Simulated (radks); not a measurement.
Dynamic dipole polarisability and lines of the carbon ion C2+, [He] 2s2. Method: non-relativistic Kohn-Sham, LB94 model potential, spin-unpolarised, spherical densities, point nucleus; computed with a radial shooting solver on a logarithmic mesh with Libxc functionals. Time-dependent linear response with the Hartree and adiabatic LDA kernel, continuum included through the Sternheimer equations. Lines are the poles of the dipole polarisability below minus the highest occupied eigenvalue, found on a grid refined at the orbital gaps; the lowest seven at most are given, and weak or close lines can be missed. The first line takes the name of the lowest orbital gap if no other gap lies below it; otherwise a line is named after a gap within 0.6 % of it, if that gap stands alone.

| photon energy (eV) | alpha (bohr^3) |
|---|---|
| 0 | 4.357 |
| 2.281 | 4.535 |
| 6.842 | 6.857 |
| 11.403 | -47.85 |
| 15.964 | -2.909 |
| 20.525 | -0.8448 |
| 25.086 | 0.1435 |
| 29.647 | 3.876 |
| 34.208 | -0.9382 |
| 38.769 | -1.509 |

Lines (eV, oscillator strength): 10.969 (113.0 nm, 2s-2p), f = 0.634; 30.610 (40.50 nm, unassigned), f = 0.325; 38.039 (32.59 nm, 2s-4p), f = 0.0933; 41.114 (30.16 nm, 2s-5p), f = 0.0417. Higher lines, where found, are left out when the end of the mesh affects them. Those listed give 97 % of the static polarisability (sum of f/w^2). Orbital energy gaps for comparison: 2s-2p 7.587 eV; 2s-3p 30.917 eV; 2s-4p 38.124 eV; 2s-5p 41.155 eV. At laser wavelengths: 1550 nm 4.378, 1064 nm 4.402, 780 nm 4.441, 532 nm 4.543, 355 nm 4.801, 266 nm 5.224, 193 nm 6.408 bohr^3.
